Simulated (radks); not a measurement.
Results of a calculation; reference values are marked as such.
Ionisation of the cadmium ion Cd2+, [Kr] 4d10, to Cd3+, [Kr] 4d9, under several functionals. Dirac Kohn-Sham, spin-unpolarised, spherical densities, finite nucleus; open shells fill j = l - 1/2 first; a radial shooting solver on a logarithmic mesh with Libxc functionals.

| functional | E(Cd2+) (hartree) | Exc (hartree) | IE (eV) | -e(HOMO) (eV) | <r> HOMO (bohr) | IE error (eV) |
|---|---|---|---|---|---|---|
| SOGGA | -5591.98564 | -151.25899 | 37.577 | 30.037 | 1.259 | +0.109 |
| LDA (Slater exchange, Perdew-Wang correlation) | -5589.86688 | -149.09900 | 37.947 | 30.417 | 1.261 | +0.479 |
| revPBE | -5595.17659 | -154.49713 | 37.616 | 30.066 | 1.258 | +0.148 |
| LDA (Slater exchange, VWN5 correlation) | -5589.88665 | -149.11922 | 37.954 | 30.423 | 1.261 | +0.486 |
| PBEsol | -5592.33389 | -151.60781 | 37.686 | 30.148 | 1.259 | +0.218 |
| OLYP | -5597.19529 | -156.63643 | 37.814 | 30.221 | 1.253 | +0.346 |
| exchange-only PBE | -5592.45837 | -151.71841 | 36.473 | 28.981 | 1.267 | -0.995 |
| LDA (Slater exchange, Perdew-Zunger correlation) | -5589.86491 | -149.09682 | 37.942 | 30.413 | 1.261 | +0.474 |
| BP86 | -5595.98647 | -155.30967 | 37.781 | 30.245 | 1.258 | +0.313 |

NIST Atomic Spectra Database: 37.47 eV (measured). Closest: SOGGA. The Delta-SCF values span 1.48 eV, the total energies 7.33 hartree. The highest occupied level is 4d5/2. Spin polarisation and multiplet splitting are left out, so open shells lie too high by an amount that depends on their filling.

Beside tabulated values, note that spin-unpolarised runs miss the spin-polarisation part of the exchange energy of open shells.
